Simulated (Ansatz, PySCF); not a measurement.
The pair A = H2O (SMILES O) (first 3 atoms), B = C4H6 (SMILES C=CC=C); geometry from B3LYP-D3(BJ)/def2-TZVP.
(charge 0, multiplicity 1):
```xyz
13

O      0.011    -0.487    -0.150
H     -0.725    -0.576     0.467
H      0.736    -0.180     0.407
C     -1.694    -0.660     3.132
C     -0.732     0.256     3.002
C      0.688    -0.041     3.072
C      1.651     0.864     2.882
H     -1.458    -1.702     3.314
H     -2.741    -0.397     3.068
H     -1.000     1.293     2.819
H      0.957    -1.072     3.282
H      2.698     0.600     2.940
H      1.416     1.901     2.671
```

MP2 and its Hartree–Fock in aug-cc-pVTZ are density fitted. Rows in 6-31G* carry no dispersion term and start afresh at each structure (6-31G* with six Cartesian d functions).

Codes used: Ansatz (Gaussian orbitals); PySCF for 6-31G* rows. Values without a source in brackets are computed.

Total energies (hartree), monomers frozen at their geometry in the pair:

| structure | HF/6-31G* | HF/aug-cc-pVTZ | B3LYP/6-31G* |
|---|---|---|---|
| AB | -230.9328016 | -231.0401212 | -232.4060217 |
| A in the pair's basis | -76.0112154 | -76.0600696 | -76.4104041 |
| B in the pair's basis | -154.9201320 | -154.9792436 | -155.9932419 |
| A | -76.0101114 | -76.0600013 | -76.4089124 |
| B | -154.9188809 | -154.9791305 | -155.9919183 |

Work out the interaction energy without and with the counterpoise correction, and the superposition error, for each level.


E(AB) − E(A) − E(B), times 627.509 kcal/mol, with the monomers in their own basis and then in the pair's basis:
- HF/6-31G*: -2.39 uncorrected, -0.91 corrected; the monomers gain 1.48 kcal/mol from borrowed functions
- HF/aug-cc-pVTZ: -0.62 uncorrected, -0.51 corrected; the monomers gain 0.11 kcal/mol from borrowed functions
- B3LYP/6-31G*: -3.26 uncorrected, -1.49 corrected; the monomers gain 1.77 kcal/mol from borrowed functions

Ansatz is an electronic-structure program.
